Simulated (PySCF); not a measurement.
# Deuteron quadrupole couplings in `C=C[SiH2][Si@H]([SiH3])[SiH2][SiH3]`

Compound: C2H14Si5.
Z-matrix (Å and degrees, GFN2-xTB geometry), rows numbered from 1:
```
C 
C   1  1.3235
Si  2  1.8816  1  124.63
Si  3  2.3359  2  109.12  1   -95.14
Si  4  2.3237  3  113.42  2   176.00
Si  4  2.3433  3  110.75  2    48.86
Si  6  2.3098  4  114.13  3    60.09
H   1  1.0787  2  121.46  3    -2.86
H   1  1.0799  2  123.00  3   177.76
H   2  1.0840  1  118.14  3  -177.18
H   3  1.4697  2  106.81  1   139.66
H   3  1.4694  2  107.81  1    25.47
H   4  1.4841  3  106.40  2   -67.64
H   5  1.4645  4  113.03  3   177.80
H   5  1.4655  4  110.37  3   -63.29
H   5  1.4641  4  113.99  3    56.42
H   6  1.4721  4  110.01  3   -63.64
H   6  1.4736  4  110.06  3  -176.45
H   7  1.4662  6  110.88  4    54.61
H   7  1.4658  6  111.38  4   -63.65
H   7  1.4637  6  115.30  4   175.35
```

Level: PBE0/pcSseg-1 (PySCF, non-relativistic); Q(2H) = 0.00286 b; rigid geometry, the same for H and D, with no vibrational averaging.

**Question.** Rank these positions by the coupling χzz of a deuteron there, largest first.
A. H9 (vinylic hydrogen)
B. H13 (Si–H hydrogen)
C. H16 (Si–H hydrogen)

**Answer.** A (222 kHz), C (111 kHz), B (104 kHz).

**Question.** Give the electric field gradient Vzz (the principal value of largest size), its asymmetry and the 2H coupling at each hydrogen.

**Answer.** 
```csv
atom,bonded to,bond length (Å),Vzz (au),η,χzz (kHz)
H8,C1,1.079,0.3308,0.05,222
H9,C1,1.080,0.3304,0.04,222
H10,C2,1.084,0.3253,0.04,219
H11,Si3,1.470,0.1600,0.02,108
H12,Si3,1.469,0.1601,0.02,108
H13,Si4,1.484,0.1540,0.00,104
H14,Si5,1.464,0.1644,0.00,110
H15,Si5,1.465,0.1634,0.00,110
H16,Si5,1.464,0.1647,0.00,111
H17,Si6,1.472,0.1606,0.01,108
H18,Si6,1.474,0.1594,0.01,107
H19,Si7,1.466,0.1627,0.00,109
H20,Si7,1.466,0.1640,0.01,110
H21,Si7,1.464,0.1651,0.00,111
```

**Question.** Average by the element that carries the hydrogen.

**Answer.** on C: 221 kHz over 3 positions, mean bond length 1.081 Å; on Si: 109 kHz over 11 positions, mean bond length 1.469 Å.

**Question.** How does χzz go with the bond length over the 11 Si–H bonds?

**Answer.** A straight-line fit has a slope of -3.6 kHz for each 0.01 Å, with a correlation coefficient of -0.98, over lengths from 1.464 to 1.484 Å. The longer bonds have the smaller couplings here.

The structure is a single GFN2-xTB conformer in the gas phase; no vibrational or solvent corrections. GFN2-xTB bond lengths can be off by several hundredths of an ångström, more for odd bonds, and the gradients follow them. With so small a basis the couplings can be 20 % off.

The run behind these numbers computed NMR shieldings as well. The run took 71 s wall (with the writing of density and orbital grids) on one thread, Arm Neoverse V1 (aarch64), no GPU, shared host with 32 logical CPUs at a one-minute load of 27, and the process peaked at 1.0 GiB of memory.
